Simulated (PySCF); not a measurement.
1-bromo-1-chlorocyclopropane (C₃H₄BrCl), SMILES ClC1(Br)CC1. Heavy atoms are numbered as in [Cl:1][C:2]1([Br:3])[CH2:4][CH2:5]1. Hydrogens are named by the atom that carries them.

Geometry optimised at PBE-D3(BJ)/def2-SVP.

Method: r2SCAN/def2-TZVP (PySCF).

ESP charges are fitted to the potential on shells at 1.4 to 2.0 van der Waals radii. Atomic charges (e), one atom of each kind:

```json
[
 {"atom": "Cl1", "IAO": "-0.05", "ESP fit": "-0.03"},
 {"atom": "C2", "IAO": "-0.03", "ESP fit": "…"},
 {"atom": "Br3", "IAO": "-0.03", "ESP fit": "…"},
 {"atom": "C4 (CH2)", "IAO": "-0.29", "ESP fit": "…"},
 {"atom": "H on C4", "IAO": "0.17", "ESP fit": "0.17"}
]
```

Q: Fill in the missing entries. (An estimate is asked for; the answer gives what the named calculation found.)

A: 
- C2, ESP fit: -0.10
- Br3, ESP fit: -0.04
- C4 (CH2), ESP fit: -0.27

Q: Give the Mayer and Wiberg (Löwdin basis) orders of the bonds. (An estimate is asked for; the answer gives what the named calculation found.)

A: 
```
bond    Mayer  Wiberg
------  -----  ------
Cl1–C2   1.04    1.63
C2–Br3   1.02    1.52
C2–C4    0.97    1.27
C2–C5    0.97    1.27
C4–C5    0.97    1.26
```
